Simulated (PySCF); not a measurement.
Be(OH)(NH2) (BeH₃NO), SMILES [NH2][Be][OH]. Atoms are numbered in the order given.

```xyz
6

Be     0.0589    -0.0081     0.0000
O      1.4859    -0.0945     0.0000
H      2.0871     0.6447     0.0000
N     -1.4507     0.0178     0.0000
H     -2.0275     0.0097    -0.8239
H     -2.0275     0.0097     0.8239
```

Geometry: PBE0-D3(BJ)/def2-TZVP. Other conformers were not sampled.

Calculation: PBE0/pcSseg-2 (PySCF).

GIAO shieldings, no solvent; atoms alike by connectivity are averaged. δ = σ(ref) − σ: ¹⁷O against H2O (σ = 327.8 ppm); ¹H against TMS (σ = 31.54 ppm); ¹⁵N against NH3 (σ = 263.3 ppm), references at their B3LYP-D3(BJ)/def2-TZVP geometries, non-relativistic.

Computed chemical shifts:
```json
[
 {"nucleus": "¹⁷O", "atoms": "O2", "count": "1", "δ (ppm)": "21.2"},
 {"nucleus": "¹H", "atoms": "H3", "count": "1", "δ (ppm)": "1.46"},
 {"nucleus": "¹H", "atoms": "H5, H6", "count": "2", "δ (ppm)": "0.24"},
 {"nucleus": "¹⁵N", "atoms": "N4", "count": "1", "δ (ppm)": "0.9"}
]
```
